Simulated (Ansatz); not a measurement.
Two isomers of GeH3Se: A = `[GeH3][Se]`•, B = `[GeH2][SeH]`•.

Program: Ansatz. Geometries: PBE0-D4/def2-TZVP. ΔE: electronic, gas phase. CBS: MP2 limit from def2 TZ/QZ plus the TZ coupled-cluster correction, frozen cores. DFT in def2-TZVPP. B3LYP here is the variant with VWN-RPA as its local correlation; programs differ in this. No spin–orbit coupling; open shells (•) take unrestricted orbitals. For Ge, Se outer-core shells are correlated without core-valence functions, which leaves a few kJ/mol of doubt a bond. Scalar relativity is left out up to krypton.

A:

```xyz
5

Ge   -0.1173   -0.0482   -0.1205
Se    1.5291    0.7938    1.3208
H    -0.7419   -1.2287    0.6406
H     0.5124   -0.5373   -1.4330
H    -1.1822    1.0204   -0.4079
```

B:

Z-matrix (Å, degrees):
```
Ge
Se 1 2.351
H 1 1.550 2 109.3
H 1 1.547 2 104.7 3 -118.1
H 2 1.469 1 92.9 3 -46.6
```

(1) Which isomer does CCSD(T)/CBS put lower? Give the gap. (Estimate.)

(2) Give E(B) − E(A) in kcal/mol with B3LYP, B3LYP-D4, B2PLYP, CCSD(T)/def2-TZVPP, PBE0-D4, BLYP-D4, CCSD(T)/def2-SVP. (Best estimate.)

Largest T1 diagnostic: 0.013.

Results:

(1) Ansatz gave: A, by 2.0 kcal/mol.

(2) Ansatz gave: B3LYP 1.0, B3LYP-D4 0.8, B2PLYP 1.8, CCSD(T)/def2-TZVPP 2.7, PBE0-D4 0.4, BLYP-D4 -1.1, CCSD(T)/def2-SVP 3.5. The order is the other way round with BLYP-D4.

From BLYP to BHLYP (50 % exact exchange), in def2-TZVPP and without D4, E(B) − E(A) moves by +4.8 kcal/mol. In def2-TZVPP, CCSD(T) changes the Hartree–Fock value by −6.3 kcal/mol (the triples alone add −1.1 kcal/mol) and MP2 by −7.5 kcal/mol.
